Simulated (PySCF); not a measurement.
Computed shifts of a molecule C2H6BFO2, HF/pcSseg-1 in PySCF, GIAO, gas phase, equivalent atoms averaged, in ppm (number of nuclei): ¹³C: 74.0 (1), 51.9 (1). ¹⁹F: -249.0 (1). ¹H: 6.15 (1), 4.71 (2), 4.30 (3). References: ¹³C against TMS (σ = 192.6 ppm); ¹⁷O against H2O (σ = 333.0 ppm); ¹¹B against BF3 (σ = 102.7 ppm); ¹⁹F against CFCl3 (σ = 238.5 ppm); ¹H against TMS (σ = 31.99 ppm), references at their B3LYP-D3(BJ)/def2-TZVP geometries, non-relativistic. The structure is a stationary point at PBE-D3(BJ)/def2-SVP. One conformer was computed; it need not be the lowest.

### Question
Which structure fits?
(A) OCB(O)CF
(B) OCB(F)CO
(C) C[C@@H](F)B(O)O
(D) COB(O)CF

### Answer
D, COB(O)CF
